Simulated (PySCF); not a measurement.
PySCF 2.14 output of an unrestricted PBE calculation on a single atom or ion in ANO-RCC-VTZP (7s6p4d2f1g, 68 functions), with scalar relativity by spin-free X2C-1e:

```
SCF conv_tol = 1e-09
number electrons alpha = 23  beta = 23
    J. P. Perdew, K. Burke, and M. Ernzerhof.,  Phys. Rev. Lett. 77, 3865 (1996)
    J. P. Perdew, K. Burke, and M. Ernzerhof.,  Phys. Rev. Lett. 78, 1396 (1997)
    J. P. Perdew, K. Burke, and M. Ernzerhof.,  Phys. Rev. Lett. 77, 3865 (1996)
    J. P. Perdew, K. Burke, and M. Ernzerhof.,  Phys. Rev. Lett. 78, 1396 (1997)
cycle= 1 E= -5592.43269123906  delta_E= -0.0126  |g|= 0.0638  |ddm|= 0.107
cycle= 2 E= -5592.43231962136  delta_E= 0.000372  |g|= 0.0776  |ddm|= 0.0434
cycle= 3 E= -5592.43331587544  delta_E= -0.000996  |g|= 0.00326  |ddm|= 0.0239
cycle= 4 E= -5592.43331758271  delta_E= -1.71e-06  |g|= 7.62e-05  |ddm|= 0.000809
cycle= 5 E= -5592.433317584  delta_E= -1.29e-09  |g|= 6.98e-07  |ddm|= 3e-05
cycle= 6 E= -5592.433317584  delta_E= 9.09e-13  |g|= 9.88e-09  |ddm|= 1.17e-07
converged SCF energy = -5592.433317584  <S^2> = -1.4210855e-14  2S+1 = 1
```

The run itself started from symmetry-adapted Hartree-Fock orbitals and held the occupation by maximum overlap, on a logarithmic radial grid, so the iterations belong to that start.

Question: Which element, charge and spin multiplicity is this?

Answer: Cd²⁺ (cadmium, charge +2), multiplicity 1; the state was [Kr] 4d10, closed-shell 1S.
